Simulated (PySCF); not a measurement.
A geometry optimisation, step by step.

C₆H₄N₂S.
Numbering: `[CH3:1][S:2][C:3](=[C:4]=[CH:5][C:6]#[N:7])[C:8]#[N:9]` (hydrogens: H10, H11, H12 on C1; H13 on C5)

Computed by this run: PySCF, PBE0-D3(BJ)/def2-SVP geometry optimisation, gas phase; density fitting, grid level 2; the optimiser is geomeTRIC in internal coordinates, started from a GFN2-xTB structure. The frame can shift and turn from step to step; on so coarse a grid that alone can change the energy by a few meV, and forces under 0.02 eV/Å are noise.

Step 0: E = -20074.3785 eV, largest atomic force 1.916 eV/Å
```
atom  x, y, z in Å  |  force x, y, z in eV/Å
C1      2.030   -0.490    0.223   -0.268   0.720   0.010
S2      1.688    1.284    0.367   -0.027  -0.156   0.007
C3     -0.049    1.290   -0.017    0.903  -0.099   0.108
C4     -0.730    0.231   -0.368   -0.074  -0.006  -0.104
C5     -1.404   -0.842   -0.680   -0.082  -0.057  -0.085
C6     -2.014   -1.652    0.304    0.460   0.616  -0.688
N7     -2.493   -2.326    1.097   -0.788  -1.091   1.259
C8     -0.667    2.559    0.056    0.465  -1.082  -0.049
N9     -1.164    3.589    0.106   -0.802   1.738   0.103
H10     1.851   -0.817   -0.798   -0.035  -0.209  -0.381
H11     1.407   -1.043    0.920   -0.202  -0.280   0.265
H12     3.078   -0.618    0.477    0.426  -0.039   0.105
H13    -1.539   -1.164   -1.707    0.023  -0.055  -0.549
```

Step 1: E = -20074.4461 eV, largest atomic force 0.106 eV/Å
```
atom  x, y, z in Å  |  force x, y, z in eV/Å
C1      2.186   -0.144    0.197    0.030  -0.083  -0.007
S2      1.823    1.612    0.318    0.033   0.011   0.001
C3      0.099    1.594   -0.066   -0.082   0.037   0.004
C4     -0.604    0.528   -0.393    0.034  -0.006   0.019
C5     -1.291   -0.550   -0.698    0.004  -0.003  -0.105
C6     -1.908   -1.375    0.292   -0.007  -0.011   0.023
N7     -2.397   -2.062    1.087   -0.012  -0.015   0.001
C8     -0.539    2.875    0.007    0.021  -0.009  -0.011
N9     -1.038    3.919    0.063   -0.006   0.021   0.008
H10     2.021   -0.513   -0.826    0.012   0.010   0.032
H11     1.577   -0.722    0.909    0.026   0.022  -0.014
H12     3.249   -0.254    0.456   -0.051   0.018  -0.012
H13    -1.412   -0.857   -1.749   -0.002   0.007   0.062
```

Step 2: E = -20074.4467 eV, largest atomic force 0.043 eV/Å
```
atom  x, y, z in Å  |  force x, y, z in eV/Å
C1      2.189   -0.146    0.198   -0.017  -0.017  -0.006
S2      1.824    1.612    0.307    0.024   0.017   0.007
C3      0.095    1.598   -0.064   -0.036  -0.013  -0.021
C4     -0.607    0.530   -0.389   -0.007  -0.010   0.036
C5     -1.293   -0.549   -0.696    0.004   0.009  -0.036
C6     -1.912   -1.382    0.289    0.015   0.016   0.025
N7     -2.404   -2.076    1.076   -0.005  -0.005  -0.010
C8     -0.539    2.881    0.007    0.016  -0.011   0.000
N9     -1.034    3.927    0.064    0.003   0.002   0.004
H10     2.017   -0.526   -0.819    0.002   0.002   0.001
H11     1.590   -0.718    0.922    0.002   0.004   0.001
H12     3.254   -0.247    0.448    0.002   0.011   0.000
H13    -1.415   -0.852   -1.745   -0.002  -0.004  -0.002
```

Step 3: E = -20074.4468 eV, largest atomic force 0.027 eV/Å
```
atom  x, y, z in Å  |  force x, y, z in eV/Å
C1      2.189   -0.146    0.200   -0.011   0.011   0.000
S2      1.824    1.612    0.302   -0.003   0.000   0.002
C3      0.093    1.596   -0.065   -0.005  -0.009  -0.018
C4     -0.609    0.529   -0.390    0.010   0.008   0.004
C5     -1.296   -0.549   -0.701    0.002   0.008   0.026
C6     -1.911   -1.380    0.287   -0.001  -0.007  -0.001
N7     -2.401   -2.075    1.075   -0.001   0.000  -0.005
C8     -0.539    2.879    0.009   -0.004   0.003   0.002
N9     -1.031    3.927    0.070    0.005  -0.004   0.002
H10     2.016   -0.531   -0.815   -0.002  -0.001  -0.008
H11     1.596   -0.715    0.929   -0.006  -0.003   0.005
H12     3.255   -0.242    0.446    0.017  -0.003   0.002
H13    -1.420   -0.852   -1.750   -0.001  -0.002  -0.011
```

Step 4: E = -20074.4469 eV, largest atomic force under 0.02 eV/Å
```
atom  x, y, z in Å  |  force x, y, z in eV/Å
C1      2.187   -0.145    0.199    0.005   0.008   0.002
S2      1.825    1.613    0.299   -0.006  -0.004  -0.001
C3      0.094    1.597   -0.067    0.004   0.001  -0.005
C4     -0.609    0.529   -0.388   -0.003  -0.002   0.010
C5     -1.295   -0.549   -0.698   -0.001  -0.003   0.004
C6     -1.910   -1.384    0.287    0.005   0.006   0.002
N7     -2.401   -2.082    1.071   -0.001  -0.001  -0.004
C8     -0.538    2.881    0.009   -0.008   0.003  -0.001
N9     -1.028    3.929    0.072    0.004  -0.001   0.002
H10     2.012   -0.532   -0.814   -0.001  -0.001  -0.003
H11     1.594   -0.712    0.931   -0.002  -0.002   0.001
H12     3.254   -0.242    0.444    0.005  -0.006  -0.001
H13    -1.419   -0.851   -1.748    0.000   0.000  -0.007
```

Question: Summarise the path.

Answer: The energy falls by 6.60 kJ/mol from step 0 to step 4; nine tenths of that is first reached at step 1. It falls at every step. The largest force goes from 1.916 to under 0.02 eV/Å. Among the bonds C3–C8 changes most (a near tie, within 0.001 Å, with another), from 1.414 to 1.432 Å; the atoms move by 0.044 Å rms after alignment.

The cost below is that of the whole optimisation. Hardware: an Arm Neoverse N1 with one thread, no GPU, on a shared host. Cost: 76 s, 0.73 GiB resident at most.
